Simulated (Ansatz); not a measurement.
C2H9NOSi, SMILES `CC(O)N[SiH3]` at its PBE0-D4/def2-TZVP geometry, where that method's forces vanish. Total charge 0; spin multiplicity 1.

| atom | x (Å) | y (Å) | z (Å) |
| --- | --- | --- | --- |
| C1 | 0.587 | 1.865 | 0.256 |
| C2 | 0.410 | 0.497 | -0.362 |
| O3 | 1.696 | 0.095 | -0.805 |
| N4 | -0.186 | -0.435 | 0.552 |
| Si5 | -1.266 | -1.695 | 0.106 |
| H6 | -0.379 | 2.268 | 0.562 |
| H7 | 1.235 | 1.790 | 1.133 |
| H8 | 1.054 | 2.546 | -0.456 |
| H9 | -0.268 | 0.572 | -1.227 |
| H10 | 1.625 | -0.804 | -1.139 |
| H11 | 0.292 | -0.485 | 1.439 |
| H12 | -2.406 | -1.124 | -0.660 |
| H13 | -0.657 | -2.753 | -0.758 |
| H14 | -1.739 | -2.336 | 1.359 |

Q: For each bond, give half the difference of the two atoms' forces along it (eV/Å; positive pushes the atoms apart) under PBE-D4, r2SCAN-D4, B3LYP-D4, ωB97M-V in def2-TZVPP. (An estimate is asked.)

A: Computed: 
```tsv
bond	length (Å)	PBE-D4	r2SCAN-D4	B3LYP-D4	ωB97M-V
C1–C2	1.511	0.00	0.04	0.08	0.08
C1–H6	1.090	0.09	-0.03	-0.07	-0.07
C1–H7	1.093	0.11	-0.03	-0.05	-0.06
C1–H8	1.091	0.09	-0.04	-0.07	-0.08
C2–O3	1.418	0.36	0.29	0.30	0.18
C2–N4	1.435	0.03	0.13	0.13	0.15
C2–H9	1.101	0.07	-0.09	-0.18	-0.18
O3–H10	0.961	0.39	0.02	-0.06	-0.09
N4–Si5	1.718	0.06	-0.04	0.06	0.09
N4–H11	1.009	0.20	0.00	-0.05	-0.08
Si5–H12	1.487	0.05	-0.03	-0.08	-0.13
Si5–H13	1.495	0.04	-0.02	-0.08	-0.13
Si5–H14	1.484	0.05	-0.03	-0.10	-0.13
```

B3LYP here is the variant with VWN-RPA as its local correlation; programs differ in this.
